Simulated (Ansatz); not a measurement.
```yaml
crystal:
  periodic: [false, false, false]
  atoms:
    - {symbol: Nb, position_ang: [-0.006615, -0.003086, -0.512960]}
    - {symbol: N, position_ang: [0.021090, 0.009854, 1.635868]}
    - {symbol: H, position_ang: [0.037447, 0.017490, 2.906566]}
    - {symbol: Cl, position_ang: [2.724054, -0.002306, -1.378500]}
    - {symbol: Cl, position_ang: [-1.393176, 2.363286, -1.339703]}
    - {symbol: Cl, position_ang: [-1.382800, -2.385225, -1.311271]}
basis:
  gaussian: {orbitals: STO-3G}
hamiltonian: {xc: {name: PBE}, dispersion: d3bjatm}
output: {forces: true}
```

```sh
$ ansatz run in.yaml --threads 4 --pin off --events-out ev --progress --plain --max-ram 3916MiB
```

Output, abridged:

```
Functional definition: PBE
703 factors; integrals over basis functions are off by at most 2.3e-4 eV
mean field evaluation 1: about -139751.7884 eV, gradient 7.8e1 eV
mean field evaluation 2: about -139327.2783 eV, gradient 2.4e2 eV
mean field evaluation 4: about -139540.0849 eV, gradient 2.5e2 eV
mean field evaluation 8: about -139765.5656 eV, gradient 5.7e1 eV
mean field evaluation 16: about -139778.9967 eV, gradient 1.7e-5 eV
mean field -139778.99670390 eV, -5136.7833832615 hartree, gradient 1.8e-5 eV, S^2 0.000000; 0 other end points of the search recorded, 0 dependent functions left out
reference -139778.99673085 eV, -5136.7833842519 hartree; 50, 50 occupied and 10, 10 virtual orbitals, 703 factors
Total energy: -139779.16288010 eV, -5136.7894901240 hartree
Atom 0 at    -0.006615    -0.003086    -0.512960 Å, force     0.079125     0.036932     6.129936 eV/Å
Atom 1 at     0.021090     0.009854     1.635868 Å, force    -0.069443    -0.032444    -5.378791 eV/Å
Atom 2 at     0.037447     0.017490     2.906566 Å, force    -0.060471    -0.028232    -4.696681 eV/Å
Atom 3 at     2.724054    -0.002306    -1.378500 Å, force    -4.277139    -0.001133     1.370535 eV/Å
Atom 4 at    -1.393176     2.363286    -1.339703 Å, force     2.172090    -3.706567     1.309765 eV/Å
Atom 5 at    -1.382800    -2.385225    -1.311271 Å, force     2.155838     3.731444     1.265236 eV/Å
Dipole moment:     0.010662     0.004980     0.828072 e Å
```

It took 1.2 s on 4 threads of Arm Neoverse V1 on a shared host.
